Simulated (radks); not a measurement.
Task: Radial electron density D(r) = 4 pi r^2 rho(r) of an atom or ion with 56 electrons. All-electron calculation, Dirac Kohn-Sham, RPBE, spin-unpolarised, spherical densities, finite nucleus; Fermi nuclear charge, rms radius of each element as measured or else 0.836 A^(1/3) + 0.57 fm. Program: a radial shooting solver on a logarithmic mesh with Libxc functionals.

r (bohr)  D(r) (e/bohr)
0.00374           24.76
0.004354          30.23
0.005029          36.13
0.005854          43.02
0.006815          50.41
0.007871          57.60
0.009163          64.98
0.01067           71.58
0.01242           76.80
0.01434           79.93
0.0167            80.98
0.01944           79.73
0.02245           76.96
0.02613           73.53
0.03042           71.29
0.03513           71.85
0.0409            76.36
0.04761           84.60
0.05543           94.41
0.06402           101.9
0.07452           104.3
0.08676           99.64
0.1002            90.47
0.1166            81.00
0.1358            77.44
0.1568            81.29
0.1826            88.62
0.2125            90.70
0.2474            81.21
0.2858            63.34
0.3327            44.32
0.3873            34.48
0.4473            35.03
0.5207            39.19
0.6061            38.83
0.7               32.23
0.815             22.59
0.9487            15.17
1.104             11.51
1.276             9.893
1.485             8.058
1.729             5.536
1.996             3.215
2.324             1.592
2.706            0.8503
3.125            0.5776
3.638            0.3949
4.235            0.2201
4.93            0.09207
5.694           0.02850
6.628          0.005371
7.717         0.0006228

What is the nuclear charge?

Result: Z = 60. The innermost maximum, from 1s, lies near gamma/Z bohr with gamma = sqrt(1 - (Z/c)^2) = 0.899, here 0.015 bohr (found: 0.0166), and its height grows with Z. The density is that of the neodymium ion Nd4+ in [Xe] 4f1 6p1; the configuration itself is not fixed sharply by these data, and Z only to a few units. D(r) has 4 maxima, at r = 0.0166, 0.0728, 0.204, 0.560 bohr, and minima at 0.0319, 0.135, 0.410 bohr, inside which lie 2.01, 11.20, 29.00 electrons.
